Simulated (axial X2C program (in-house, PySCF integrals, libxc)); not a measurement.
## Potential curves of RbP⁺, two-component

All values were computed with an axial X2C code built on PySCF integrals. Two-component (2c) means X2C with spin–orbit coupling and atomic mean-field two-electron Coulomb and Gaunt terms. Basis: Rb dyall-cv3z [12s13p8d4f1g], P dyall-v3z [8s7p2d1f] (cores contracted in-house); Gaussian nuclei, density fitting, unrestricted open shells. Masses: Rb 84.912 u, P 30.974 u.

State: Ω = 3/2 (⟨Sz⟩ = 1.50, ⟨Lz⟩ = 0.00 at HF). Energies in cm⁻¹ from the fragments at the same level (Rb+ + P). Fits are polynomials in 1 − R0/R over 0.85 to 1.23 times the lowest point R0.

| R (Å) | CCSD | PBE0 |
| --- | --- | --- |
| 3.2199 |  | -488 |
| 3.3679 | -784 | -827 |
| 3.4789 | -948 | -956 |
| 3.5900 | -1028 | -1013 |
| 3.7010 | -1052 | -1020 |
| 3.8305 | -1033 | -990 |
| 3.9601 | -984 | -932 |
| 4.1266 | -900 | -841 |
| 4.3302 |  | -721 |
| 4.6262 |  | -562 |

Correlated methods: 13 electrons correlated (number of frozen shells: Rb 3 s, 2 p, 1 d; P 2 s, 1 p), 233 virtual spin orbitals or spinors in MP2, 90 natural virtuals in coupled cluster.

The state is one determinant whose occupation by symmetry is held fixed; it was picked as the lowest of a PBE0 search that is not exhaustive. De is counted from the lowest determinant-based energies of the atoms at the same level, without counterpoise correction. Density functionals use the spin component along the axis (collinear). CCSD ran in a truncated set of natural virtual spinors with an MP2 remainder; without triples it tends to underbind. With several unpaired electrons one determinant need not be a pure state. This is the top spin component of a Σ state; components of lower Ω are not single determinants and can lie lower. Coupled cluster ran on the points near the minimum only. MP2 and coupled cluster on one determinant become unreliable at the stretched end.

What are Re, ωe and De at the CCSD level?

At CCSD, 2c: Re = 3.708 Å, ωe ≈ 66 cm⁻¹, De = 0.13 eV to Rb+ + P; Be follows as 0.054 cm⁻¹.

Fit the PBE0 curve near its minimum: give the equilibrium distance, the harmonic wavenumber and the well depth.

At PBE0, 2c: Re = 3.666 Å, ωe ≈ 66.7 cm⁻¹, De = 0.13 eV to Rb+ + P; Be follows as 0.0553 cm⁻¹.
